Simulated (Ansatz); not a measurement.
n-SiSiSiSiSiH12 (Si₅H₁₂), 17 atoms. Hardware: 4 threads of Arm Neoverse V2 on a shared host.

Correlated methods freeze 25 core orbitals.

Q: How many basis functions does each of these Ansatz runs have, and roughly what does it cost? PBE0-D4/def2-SVP, charge 0 singlet, energy, from earlier orbitals; PBE-QIDH/def2-TZVP, charge 0 singlet, energy, from earlier orbitals; CCSD(T)/def2-SVP, charge 0 singlet, energy, from earlier orbitals; LC-ωPBE/def2-TZVP, charge 0 singlet, energy, from earlier orbitals; PBE0-D4/def2-TZVP, charge 0 singlet, energy, from earlier orbitals; PBE-D4/def2-TZVP, charge 0 singlet, energy and forces, from earlier orbitals; HF/STO-3G, charge 0 singlet, energy; r2SCAN-D4/def2-TZVP, charge 0 singlet, energy, from earlier orbitals; PBE-D4/def2-SVP, charge 0 singlet, energy, from earlier orbitals; LDA (SPW92)/def2-TZVP, charge 0 singlet, energy, from earlier orbitals; MP2/def2-TZVP, charge 0 singlet, energy, from earlier orbitals; r2SCAN-D4/def2-SVP, charge 0 singlet, relaxation, 25 steps.

A: Other jobs shared the machine, so times can vary by a factor of up to 3. A dash marks memory too small to be measured apart from the calling script's.

```
                                                                         run  functions  fitting or Cholesky vectors  wall time  peak host memory (GiB)
                                         HF/STO-3G, charge 0 singlet, energy         57                          633     0.25 s                       –
            PBE-D4/def2-SVP, charge 0 singlet, energy, from earlier orbitals        150                         1676      2.1 s                       –
      LDA (SPW92)/def2-TZVP, charge 0 singlet, energy, from earlier orbitals        257                         1788      2.1 s                       –
           PBE0-D4/def2-SVP, charge 0 singlet, energy, from earlier orbitals        150                         1460      2.9 s                       –
PBE-D4/def2-TZVP, charge 0 singlet, energy and forces, from earlier orbitals        257                         1788      4.5 s                       –
          LC-ωPBE/def2-TZVP, charge 0 singlet, energy, from earlier orbitals        257                         1788      5.5 s                    0.69
              MP2/def2-TZVP, charge 0 singlet, energy, from earlier orbitals        257                         1700      5.5 s                    0.71
          PBE0-D4/def2-TZVP, charge 0 singlet, energy, from earlier orbitals        257                         1868      6.5 s                    0.97
        r2SCAN-D4/def2-TZVP, charge 0 singlet, energy, from earlier orbitals        257                         1788      7.5 s                       –
         PBE-QIDH/def2-TZVP, charge 0 singlet, energy, from earlier orbitals        257                         1700       10 s                    0.77
           CCSD(T)/def2-SVP, charge 0 singlet, energy, from earlier orbitals        150                         1460       16 s                    0.97
                  r2SCAN-D4/def2-SVP, charge 0 singlet, relaxation, 25 steps        150                         1676       71 s                       –
```
